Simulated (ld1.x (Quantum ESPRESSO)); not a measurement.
Building the ultrasoft potential for hafnium (Hf) (LDA (PZ), fully relativistic).

```json
{
 "Element": "hafnium",
 "Generator": "ld1.x (Quantum ESPRESSO) 7.5",
 "Type": "ultrasoft",
 "Functional": "LDA (PZ)",
 "Relativity": "fully relativistic",
 "Frozen core": "[Kr] 4d10 4f14",
 "Valence charge": "12",
 "Reference configuration": "5s2 5p6 5d2 6s1.5 6p0 (charge +0.5)",
 "Partial waves": "5s (bound): rcut 1.60, rcutus 2.32 bohr; 6s (bound): rcut 1.60, rcutus 2.32 bohr; 5p (bound): rcut 2.10, rcutus 2.60 bohr; 6p (bound, empty): rcut 2.10, rcutus 2.60 bohr; 5d (bound): rcut 2.50, rcutus 3.30 bohr; 5d channel at 0.25 Ry: rcut 2.50, rcutus 3.30 bohr",
 "Local potential": "all-electron potential smoothed inside 2.30 bohr (lloc = -1)",
 "Core correction": "a·sin(br)/r model core inside 1.40 bohr",
 "Augmentation charge": "PSQ, inside the norm-conserving radii"
}
```

Open shells are filled in proportion to 2j + 1 (rel_dist='average').

Poles of the logarithmic derivatives, all-electron (AE) and pseudo (PS). p1/2: poles at -3.3, 0.9 (AE) and -3.3, 0.7, 1.6 (PS) Ry. p3/2: poles at -2.7, 1.2 (AE) and -2.7, 0.7, 3.4 (PS) Ry. d3/2: poles at -0.3, 2.8 (AE) and -0.3, 1.0 (PS) Ry. d5/2: poles at -0.2, 2.9 (AE) and -0.2, 1.0 (PS) Ry. Test radius 3.60 bohr.

- Configuration tests: test run stopped at test 3 of 7 (negative rho)
- Lowest eigenvalue of the overlap operator: -0.55 (p3/2 channel); it is negative, so in a basis up to 400 Ry S is not positive definite and the file is unfit for use
- Density cutoff estimated by the generator: 120 Ry

The ghost test of this file was not conclusive. Its overlap operator is not positive definite in a basis up to 400 Ry (lowest eigenvalue s -0.18, p3/2 -0.55, d3/2 -0.27, d5/2 -0.20), so the file is unfit for use: the generalised eigenproblem breaks down once the basis is large enough, and its test numbers describe a broken file.
